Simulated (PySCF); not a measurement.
SMILES C[C](C)Cl, doublet, CAM-B3LYP/def2-SVP optimised geometry.

```
10

C      1.46     0.26     0.00
C     -0.03     0.26     0.00
C     -0.85    -0.86     0.53
Cl    -0.79     1.82     0.00
H      1.87     0.55     0.99
H      1.84    -0.74    -0.24
H      1.86     0.98    -0.74
H     -1.87    -0.84     0.12
H     -0.94    -0.82     1.63
H     -0.38    -1.82     0.27
```

Density from PySCF with unrestricted CAM-B3LYP/def2-TZVP at that geometry.

Minimum of the electron density along straight lines between bonded atoms, close to the bond critical point (lines longer than 1.1 times the sum of covalent radii, or with two minima, are not listed):

| bond | length / Å | ρ at the minimum / e bohr⁻³ | ∇²ρ there / e bohr⁻⁵ | position (fraction from the first atom) |
|---|---|---|---|---|
| C1–C2 | 1.487 | 0.266 | -0.71 | 0.48 |
| C2–C3 | 1.487 | 0.266 | -0.71 | 0.52 |
| C2–Cl4 | 1.736 | … | … | 0.42 |
| C1–H5 | 1.108 | 0.266 | -0.88 | 0.64 |
| C1–H6 | 1.101 | 0.273 | -0.93 | 0.64 |
| C1–H7 | 1.100 | 0.274 | -0.93 | 0.64 |
| C3–H8 | 1.100 | 0.274 | -0.93 | 0.64 |
| C3–H9 | 1.108 | 0.266 | -0.88 | 0.64 |
| C3–H10 | 1.101 | 0.273 | -0.93 | 0.64 |

Task: Some entries are withheld; supply them.

Result: 
- C2–Cl4, ρ at the minimum / e bohr⁻³: 0.202
- C2–Cl4, ∇²ρ there / e bohr⁻⁵: -0.31
